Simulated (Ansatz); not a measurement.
PBE exchange is replaced step by step with exact exchange (0 % is PBE, 25 % PBE0; no dispersion term), basis def2-TZVP, Ansatz. System: cyclo-(SnH2)3 (Sn3H6). Charge 0, multiplicity 1. Geometry: PBE0-D4/def2-SVP.

Geometry of the singlet:

```xyz
9

Sn    0.290   -0.746   -1.412
H    -0.615   -0.503   -2.848
H     1.598   -1.818   -1.700
Sn   -0.979   -0.689    1.097
H    -0.468   -1.798    2.301
H    -2.680   -0.482    1.152
Sn    0.689    1.436    0.316
H     2.188    1.642    1.122
H    -0.024    2.958   -0.028
```

In the def2 sets Sn takes a core potential; there is no spin–orbit coupling.

| exact exchange (%) | HOMO (eV) | LUMO (eV) | gap (eV) |
| --- | --- | --- | --- |
| 0 | -5.57 | -2.02 | 3.54 |
| 10 | -5.89 | -1.72 | 4.17 |
| 15 | -6.06 | -1.56 | 4.49 |
| 25 | -6.39 | -1.25 | 5.14 |
| 35 | -6.73 | -0.94 | 5.78 |
| 50 | -7.25 | -0.48 | 6.77 |

(1) Fit a straight line to the column «gap (eV)» against the share of exact exchange and predict its value at 5 %.

Results:

(1) With x = exact exchange (%) and y = gap (eV): mean x = 22.5, mean y = 4.982; Σ(x − x̄)(y − ȳ) = 105.8, Σ(x − x̄)² = 1638; slope b = 0.06459, intercept a = ȳ − b·x̄ = 3.529. The residuals of the fitted rows reach 0.01. At x = 5 the line gives 3.529 + (0.06459 × 5) = 3.85; the run gave 3.86, 0.01 more than the line.
